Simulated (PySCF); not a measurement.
# Telling isomers of C$_{5}$H$_{5}$N$_{3}$O apart by NMR

Computational details: GFN2-xTB structure, shielding tensors at PBE0/pcSseg-1 (GIAO), in PySCF 2.14 (averaged over atoms made equivalent by symmetry, fast rotation or ring inversion, isolated molecule, non-relativistic, one computed conformer).

Referencing at the same level of theory: $^{1}$H (σref 31.72), $^{13}$C (σref 186.93) against TMS. Where no couplings were computed, multiplicities follow the n + 1 count of equivalent neighbours, and m marks all less simple cases (inequivalent or close neighbours, rings, F or P nearby). Shifts are as computed. Against solution values, carbons near 30 ppm lie about +3 ppm off and those near 130 ppm about +5 ppm (rms about the fit 2.1 ppm; single classes can miss by 10 ppm). Of 1328 compounds with measured shifts, 309 miss one by over three times the rms of a fit or turn the order of signals round; such compounds aren't used in these exercises. Signals without a measured value on file couldn't be tested in this way; 1H shifts scatter by 0.2 ppm about their fit, and single ones miss by 0.5 ppm.

(1) Tabulate the signals of `C=C/C=N/c1ncno1`, `Cc1cc(C=O)nnn1`, `Cc1cnnnc1C=O` and their relative energies.

(2) What is the quickest way to tell Cc1cc(C=O)nnn1 from Cc1cnnnc1C=O?

(3) What is the quickest way to tell C=C/C=N/c1ncno1 from Cc1cc(C=O)nnn1?

(4) What is the quickest way to tell C=C/C=N/c1ncno1 from Cc1cnnnc1C=O?

Answers

(1) 
```tsv
SMILES	carbon types	δC	δH	E rel. (kcal/mol)
C=C/C=N/c1ncno1	1×C 3×CH 1×CH2	184.6, 174.0, 163.8, 147.7, 146.1	8.64 (d, 1H), 8.36 (s, 1H), 7.17 (m, 1H), 6.76 (m, 1H), 6.57 (m, 1H)	1.6
Cc1cc(C=O)nnn1	2×C 2×CH 1×CH3	202.7, 165.4, 151.5, 119.0, 24.8	10.69 (s, 1H), 7.78 (s, 1H), 3.12 (s, 3H)	0.0
Cc1cnnnc1C=O	2×C 2×CH 1×CH3	206.3, 158.0, 150.3, 136.6, 19.6	10.88 (s, 1H), 9.48 (s, 1H), 2.83 (s, 3H)	1.6
```

Energies are electronic energies at PBE0/pcSseg-1 on these geometries, without zero-point or thermal terms, each for the one conformer computed, which needn't be the lowest.

(2) Both give the same number of carbon signals, with the same numbers of each carbon type, so the positions decide. The first has an aromatic CH at 119.0 ppm, the second an aromatic CH next to a ring nitrogen at 158.0 ppm. Their most deshielded carbons lie at 202.7 and 206.3 ppm.

(3) Both give the same number of carbon signals, but DEPT or the intensities differ. The first has a terminal =CH2 carbon at 146.1 ppm, the second a methyl carbon on an aromatic ring (CH3) at 24.8 ppm. Their most deshielded carbons lie at 184.6 and 202.7 ppm. In the proton spectra the most deshielded non-exchanging signals are 8.64 (d, 1H) and 10.69 (s, 1H).

(4) Both give the same number of carbon signals, but DEPT or the intensities differ. The first has a terminal =CH2 carbon at 146.1 ppm, the second a methyl carbon on an aromatic ring (CH3) at 19.6 ppm. Their most deshielded carbons lie at 184.6 and 206.3 ppm. In the proton spectra the most deshielded non-exchanging signals are 8.64 (d, 1H) and 10.88 (s, 1H).
